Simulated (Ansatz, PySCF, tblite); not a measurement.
Interaction energy of C3H8 ··· COS (SMILES CCC and O=C=S). Monomers: optimised at B3LYP-D3(BJ) (def2-TZVP), held rigid. Orientation: a higher rigid-body minimum at GFN2-xTB. The monomers approach along the line of their centres of mass (distance R); nothing else relaxes.

Geometry at R = 4.20 Å (first 11 atoms: monomer A):
```
14

C      1.2831     0.1352    -0.0576
C     -0.0958    -0.3469    -0.5005
C     -1.2120     0.1223     0.4290
H      2.0664    -0.2108    -0.7347
H      1.5229    -0.2301     0.9442
H      1.3258     1.2268    -0.0282
H     -0.1002    -1.4398    -0.5520
H     -0.2958     0.0060    -1.5166
H     -2.1889    -0.2325     0.0950
H     -1.2512     1.2135     0.4747
H     -1.0543    -0.2436     1.4467
O     -3.3332    -1.9179    -1.6294
C     -2.5013    -2.3883    -2.2790
S     -1.3767    -3.0242    -3.1573
``` The table gives interaction energies.

```csv
R / Å,A,B,C
3.65,5.00,8.26,0.62
3.72,3.69,6.53,-0.08
4.01,0.81,2.42,-1.31
4.20,0.12,1.24,-1.42
4.33,-0.09,0.77,-1.37
4.64,-0.22,0.24,-1.12
4.94,-0.15,0.06,-0.85
5.12,-0.09,0.02,-0.71
5.67,-0.01,-0.01,-0.39
6.45,0.00,-0.01,-0.16
7.32,0.00,0.00,-0.06
8.65,0.00,0.00,-0.01
```

Energies in kcal/mol.

Question: Assign the columns to these levels of theory: GFN2-xTB (tblite 0.5.0); RHF/aug-cc-pVDZ, counterpoise-corrected run with Ansatz (a first-principles code); restricted B3LYP/6-31G*, spherical d, no counterpoise correction in PySCF 2.14.0.

Answer: A is RKS-B3LYP/6-31G*; B is RHF/aug-cc-pVDZ; C is GFN2-xTB.
